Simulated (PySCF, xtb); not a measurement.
CH₈O₂Si₃, SMILES O=CO[SiH2][SiH2][SiH3]. Other conformers were not sampled.

Harmonic wavenumbers (cm⁻¹) from GFN2-xTB (xtb) at its own minimum, in rising order: 44, 72, 90, 100, 131, 217, 238, 342, 396, 405, 464, 472, 491, 558, 601, 637, 653, 687, 760, 789, 810, 812, 825, 858, 949, 1254, 1369, 1740, 2069, 2168, 2195, 2200, 2213, 2238, 2269, 2797.

### Question
What does TPSSh-D3(BJ)/def2-SVP (PySCF) give at its own minimum? (An estimate is asked for; the answer gives what the named calculation found.)

### Answer
35, 72, 110, 121, 166, 183, 279, 370, 396, 456, 465, 534, 569, 665, 689, 697, 734, 800, 852, 890, 925, 944, 957, 964, 1044, 1251, 1389, 1778, 2215, 2231, 2233, 2255, 2260, 2277, 2284, 3063. Paired by order, the mean absolute difference is 65 cm⁻¹ and the zero-point energies are 49.9 and 53.1 kcal/mol.
